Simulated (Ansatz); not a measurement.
A run on CH9InSi2, SMILES `[SiH3][CH2][InH][SiH3]` with other settings.

```yaml
crystal:
  periodic: [false, false, false]
  atoms:
    - {symbol: Si, position_ang: [-0.970630, 1.946276, -0.477780]}
    - {symbol: C, position_ang: [-0.151543, 1.189141, 1.009919]}
    - {symbol: In, position_ang: [1.268018, -0.349463, 0.450488]}
    - {symbol: Si, position_ang: [0.394771, -2.634197, -0.355543]}
    - {symbol: H, position_ang: [-1.702319, 0.898764, -1.246019]}
    - {symbol: H, position_ang: [-1.941498, 3.023997, -0.136106]}
    - {symbol: H, position_ang: [0.050239, 2.533455, -1.393225]}
    - {symbol: H, position_ang: [0.365927, 1.954800, 1.592980]}
    - {symbol: H, position_ang: [-0.917559, 0.726421, 1.639633]}
    - {symbol: H, position_ang: [2.952109, 0.040471, 0.533009]}
    - {symbol: H, position_ang: [1.158082, -3.763172, 0.247170]}
    - {symbol: H, position_ang: [0.539315, -2.736440, -1.836191]}
    - {symbol: H, position_ang: [-1.044911, -2.830063, -0.028325]}
basis:
  gaussian: {orbitals: def2-SVP}
hamiltonian: {xc: {name: wB97X-V}, pseudopotentials: {relativity: scalar}}
```

```sh
$ ansatz run in.yaml --threads 4 --pin off --events-out ev --progress --plain --max-ram 10444MiB
```

It prints (some lines left out):

```
Functional definition: wB97X-V
1282 factors; integrals over basis functions are off by at most 1.1e-3 eV
437 factors; integrals over basis functions are off by at most 7.2e-6 eV
mean field evaluation 1: about -22129.8391 eV, gradient 3.4e1 eV
mean field evaluation 2: about -22130.8509 eV, gradient 2.8e1 eV
mean field evaluation 4: about -22132.8938 eV, gradient 6.4e-1 eV
mean field evaluation 8: about -22132.9446 eV, gradient 3.5e-2 eV
mean field evaluation 16: about -22132.9446 eV, gradient 5.6e-5 eV
mean field -22132.94461277 eV, -813.3707122705 hartree, gradient 5.6e-5 eV, S^2 0.000000; 0 other end points of the search recorded, 0 dependent functions left out
reference -22132.94461016 eV, -813.3707121747 hartree; 32, 32 occupied and 89, 89 virtual orbitals, 1282 factors
Total energy: -22132.94461016 eV, -813.3707121747 hartree
Relativity: scalar
```

It took 4.8 s on 4 threads of an Intel Xeon Platinum 8488C on a shared host, with 0.54 GiB of host memory at the peak.
